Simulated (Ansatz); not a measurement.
**How basis sets differ on GaCl3 (gallium trichloride (monomer))**

GaCl3: 4 atoms, total charge 0, spin state singlet. SMILES: `[Cl][Ga]([Cl])[Cl]`. The shape is that of a PBE0-D4/def2-TZVP optimisation.

Quantity: the HOMO–LUMO gap, in eV. The values are calculated.

```csv
level,kind,program,value (eV),CPU time
HF/STO-3G,Hartree–Fock,Ansatz,13.80,1.6 s
HF/3-21G,Hartree–Fock,Ansatz,13.95,2.5 s
HF/6-31G** (spherical functions),Hartree–Fock,Ansatz,14.10,7.4 s
HF/def2-SVP,Hartree–Fock,Ansatz,14.34,4.2 s
```

All-electron rows without a relativistic Hamiltonian named are non-relativistic. The values span 13.80 to 14.34 eV. A Hartree–Fock LUMO above zero doesn't converge with the basis: it sinks as sets grow more diffuse. Orbital gaps aren't excitation energies. CPU times are rough (shared hosts, several kinds of processor): they show what a rung costs within a factor of a few.
